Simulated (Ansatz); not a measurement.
Geometry optimisation, RKS r2SCANh-D4/def2-SVP (Ansatz 0.2.0).

input.yaml

```yaml
crystal:
  periodic: [false, false, false]
  atoms:
    - { symbol: B, position_ang: [-0.27326, 1.26694, -0.2862] }
    - { symbol: C, position_ang: [-0.21022, -0.25947, -0.51607] }
    - { symbol: B, position_ang: [0.40982, -1.09853, 0.62272] }
    - { symbol: "N", position_ang: [-0.64803, -0.8011, -1.60101] }
    - { symbol: H, position_ang: [-0.72367, 2.00444, -1.1054] }
    - { symbol: H, position_ang: [0.13593, 1.75879, 0.71675] }
    - { symbol: H, position_ang: [0.51007, -2.2811, 0.53574] }
    - { symbol: H, position_ang: [0.81858, -0.59356, 1.62036] }
total_charge: -1
basis:
  gaussian: { orbitals: def2-SVP }
hamiltonian:
  xc: r2scanh
  dispersion: d4
relax:
  f_tol: 0.015
  max_steps: 40
```

Command:

```bash
$ ansatz run input.yaml --threads 1 --pin off --max-ram 2048MiB --backend cpu --events-out ev --progress --plain --runs-dir out
```

**Question.** Where does it end, and by what steps?

**Answer.** The run converged. Limits of this set-up: an anion without diffuse functions, the dipole of an ion depends on the origin. After 32 steps the energy has fallen by 3.702 eV; H6 moved furthest, 1.60 Å. Joined: B1–B3, B1–N4.

```json
{"step": "0", "energy less start (eV)": "0.0000", "largest force component (eV/Å)": "0.859", "accepted": "yes"}
{"step": "2", "energy less start (eV)": "-0.2365", "largest force component (eV/Å)": "0.445", "accepted": "yes"}
{"step": "4", "energy less start (eV)": "-0.2838", "largest force component (eV/Å)": "0.238", "accepted": "yes"}
{"step": "6", "energy less start (eV)": "-0.3520", "largest force component (eV/Å)": "0.873", "accepted": "yes"}
{"step": "8", "energy less start (eV)": "-0.5007", "largest force component (eV/Å)": "0.706", "accepted": "yes"}
{"step": "10", "energy less start (eV)": "-0.9074", "largest force component (eV/Å)": "1.110", "accepted": "yes"}
{"step": "12", "energy less start (eV)": "-1.9592", "largest force component (eV/Å)": "1.613", "accepted": "yes"}
{"step": "14", "energy less start (eV)": "-2.1287", "largest force component (eV/Å)": "1.167", "accepted": "yes"}
{"step": "16", "energy less start (eV)": "-2.4444", "largest force component (eV/Å)": "1.583", "accepted": "yes"}
{"step": "18", "energy less start (eV)": "-2.8195", "largest force component (eV/Å)": "2.481", "accepted": "yes"}
{"step": "20", "energy less start (eV)": "-3.1797", "largest force component (eV/Å)": "0.726", "accepted": "yes"}
{"step": "22", "energy less start (eV)": "-3.4305", "largest force component (eV/Å)": "1.084", "accepted": "yes"}
{"step": "24", "energy less start (eV)": "-3.6119", "largest force component (eV/Å)": "0.996", "accepted": "no"}
{"step": "26", "energy less start (eV)": "-3.6808", "largest force component (eV/Å)": "1.054", "accepted": "yes"}
{"step": "28", "energy less start (eV)": "-3.7007", "largest force component (eV/Å)": "0.100", "accepted": "no"}
{"step": "30", "energy less start (eV)": "-3.7020", "largest force component (eV/Å)": "0.036", "accepted": "yes"}
{"step": "32", "energy less start (eV)": "-3.7020", "largest force component (eV/Å)": "0.006", "accepted": "yes"}
```

```xyz
8
Properties=species:S:1:pos:R:3
B -0.321 0.822 -0.158
C -0.177 -0.706 -0.829
B 0.486 -0.781 0.517
N -0.769 0.036 -1.599
H 0.531 1.668 -0.382
H -1.313 1.108 0.496
H -0.122 -1.352 1.406
H 1.705 -0.798 0.537
```

The run took 2.4 min on 1 thread of Arm Neoverse V1, on a shared host, peak memory 0.15 GiB.
